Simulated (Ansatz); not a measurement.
Gas-phase electronic energies from Ansatz, PBE0-D4/def2-TZVP geometries. CBS: MP2 limit from def2 TZ/QZ plus the TZ coupled-cluster correction, frozen cores. This one scheme is used for every species, atoms too. DFT in def2-TZVPP. B3LYP here is the variant with VWN-RPA as its local correlation; programs differ in this. No spin–orbit coupling; open shells (•) take unrestricted orbitals. Spin–orbit coupling would lower the free atoms: a little for B, O; clearly for Ge. For Ge outer-core shells are correlated without core-valence functions, so the limit isn't a true one: a few kJ/mol of doubt a bond, and 10 to 20 or more in all where bonds break to atoms. Scalar relativity is left out up to krypton. One conformer a species, not always the lowest.

Reaction (atomization): `[BH2][GeH2][OH]` → B• + Ge• + 5 H• + O•

```csv
level,ΔE (eV),difference from CCSD(T)/CBS
LDA (SPW92),28.74,3.27
PBE-D4,25.43,-0.04
BLYP-D4,25.19,-0.28
B3LYP-D4,25.33,-0.14
r2SCANh-D4,25.32,-0.15
r2SCAN0-D4,25.10,-0.37
BHLYP-D4,24.77,-0.70
revPBE,24.50,-0.97
BLYP,24.93,-0.54
r2SCANh,25.29,-0.18
CAM-B3LYP,25.41,-0.06
LC-ωPBE,25.19,-0.28
HF/def2-SVP,18.63,-6.84
CCSD/def2-SVP,23.59,-1.88
MP2/def2-TZVPP,25.09,-0.38
CCSD/CBS(def2),25.18,-0.29
CCSD(T)/CBS,25.47,0
```

Largest T1 diagnostic among the species: 0.014.

From r2SCAN to r2SCAN0 (25 % exact exchange), in def2-TZVPP and without D4, ΔE moves by −0.39 eV: exact exchange takes away binding that semilocal exchange gives to molecules. Leaving LDA and LC-ωPBE aside and taking each functional with its dispersion term where it has one, the values, not all of them listed here, spread over 0.84 eV, from BHLYP-D4 to B97M-V. LDA lies +3.43 eV from PBE without D4, its usual overbinding.

For atomizations the MP2-based limit and the directly extrapolated one differ by several kJ/mol either way, and by 10 to 25 for some Ge, Se and Sn compounds, so smaller differences from it don't rank the levels.
